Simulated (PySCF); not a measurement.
**Calcium: a sound run and one with changed settings**

Sound run: Ca²⁺ [Ar], Ca³⁺ [Ne] 3s2 3p5. All numbers are calculated (PySCF 2.14, scalar relativity by spin-free X2C-1e, in x2c-TZVPall). In the sound run the correlated levels freeze [Ne] 3s2. The sound run starts from symmetry-adapted Hartree-Fock orbitals and uses a fine grid where one is needed.

Changed run: the non-relativistic Hamiltonian (point nucleus). This setting is unsound on purpose.

| species | method | sound run (hartree) | changed run (hartree) | converged |
| --- | --- | --- | --- | --- |
| Ca²⁺ | UHF | -679.01393 | -675.46570 | yes |
| Ca²⁺ | B3LYP | -679.79476 | -676.24925 | yes |
| Ca²⁺ | PBE0 | -679.60657 | -676.06067 | yes |
| Ca²⁺ | MP2 | -679.14980 | -675.60185 | yes |
| Ca²⁺ | CCSD(T) | -679.16616 | -675.61834 | yes |
| Ca³⁺ | UHF | -677.18557 | -673.63759 | yes |
| Ca³⁺ | B3LYP | -677.92049 | -674.37506 | yes |
| Ca³⁺ | PBE0 | -677.73433 | -674.18847 | yes |
| Ca³⁺ | MP2 | -677.27660 | -673.72882 | yes |
| Ca³⁺ | CCSD(T) | -677.29346 | -673.74581 | yes |

Ionisation energy of Ca²⁺:

```
 method  sound run (eV)  changed run (eV)
    UHF          49.752            49.745
  B3LYP          51.002            50.999
   PBE0          50.946            50.945
    MP2          50.972            50.968
SCS-MP2          50.904            50.900
   CCSD          50.941            50.937
CCSD(T)          50.959            50.954
```

Most of the change in total energy is the relativistic energy itself. On top of that the contraction fixes the core shape for the Hamiltonian it was made with, so the changed run is not a good calculation with the other Hamiltonian either.

For comparison, NIST gives 50.913 eV between the lowest levels.
